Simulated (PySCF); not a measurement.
**Kr²⁺: excitation energy**

Kr²⁺ [Ar] 3d10 4s2 4p4 (3P) → Kr²⁺ [Ar] 3d10 4s1 4p5 (3P), as a difference of total energies. Computed with PySCF 2.14 in x2c-QZVPPall (11s8p5d4f1g, 97 functions), with scalar relativity by spin-free X2C-1e. Correlated levels: valence: [Ar] 3d10 frozen. The calculations carry no spin-orbit coupling.

```csv
method,excitation energy (eV)
UHF,16.745
MP2 (valence),15.504
SCS-MP2 (valence),15.340
CCSD (valence),14.569
CCSD(T) (valence),14.212
```

Question: How much does correlation contribute at CCSD(T) (valence)?

Answer: 14.212 − (16.745) = -2.533 eV, measured against UHF.

A first-order spin-orbit estimate (lowest level to lowest level, LS coupling) adds -0.010 eV.

The coupled-cluster amplitudes are large for the upper state (T1 above 0.03 or a double amplitude above 0.15), so a single reference is strained.
